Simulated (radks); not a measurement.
The terbium ion Tb29+, 36 electrons, occupied as [Kr].

Method: scalar-relativistic Kohn-Sham, PBEsol, spin-polarised, spherical densities, finite nucleus; Fermi nuclear charge, rms radius 5.06 fm; computed with a radial shooting solver on a logarithmic mesh with Libxc functionals.

Energy parts (eV):
part                      energy
total                 -307022.69
kinetic                331289.90
electron-nucleus      -710893.31
Hartree                 78367.33
exchange-correlation    -5786.61

Orbitals (lengths in bohr, moments of r in powers of bohr; r(max) is where P^2 peaks):
orbital,occ.,eigenvalue (eV),r(max)
1s,2,-52872.41,0.01365
2s,2,-9635.149,0.07751
2p,6,-8680.893,0.06279
3s,2,-2909.660,0.2188
3p,6,-2615.007,0.2145
3d,10,-2237.665,0.1747
4s,2,-1267.363,0.4790
4p,6,-1159.351,0.4918

The highest occupied level is 4p at -1159.4 eV. Summed over all electrons, <r^2> = 3.390 bohr^2, which gives a Langevin (diamagnetic) susceptibility term of -2.68 x 10^-6 cm^3/mol. For comparison, the ionisation energy in NIST's Atomic Spectra Database is 1165 eV (theoretical). In exact Kohn-Sham theory the highest level is minus the ionisation energy, but local and semilocal functionals leave it too shallow, through self-interaction and a potential that decays too fast; potentials with the right tail come closer. The density falls to 0.001 e/bohr^3 at r = 1.25 bohr. The electron density at the nucleus is 7.201e+05 e/bohr^3 (large components only).
